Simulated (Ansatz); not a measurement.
Basis-set extrapolation for `CC1[SiH2]N1[SiH3]` (PBE0-D4/def2-TZVP geometry, frozen core, Ansatz). Multiplicity 1, RHF reference.

```json
{"": "HF", "def2-TZVPP": "-713.352349", "def2-QZVPP": "-713.377472"}
{"": "MP2 correlation", "def2-TZVPP": "-0.799449", "def2-QZVPP": "-0.853463"}
{"": "CCSD(T) correlation", "def2-TZVPP": "-0.891397", "def2-QZVPP": "not run"}
```

Energies in hartree. Use E(X) = E(∞) + A·exp(−7.88·√X) for Hartree–Fock and E(X) = E(∞) + B·X^(−2.97) for correlation, with X = 3 and 4, and add CCSD(T) minus MP2 of the smaller set to the MP2 limit.

Q: What is the CCSD(T) energy at the basis-set limit?

A: HF limit: -713.377472 + (-0.025123) × 0.13774 = -713.38093. MP2 limit: -0.853463 + (-0.054014) × 0.74074 = -0.89347. Higher-order term: -0.891397 − (-0.799449) = -0.09195. Total: -714.36635 hartree, 321.9 kJ/mol below CCSD(T)/def2-TZVPP.
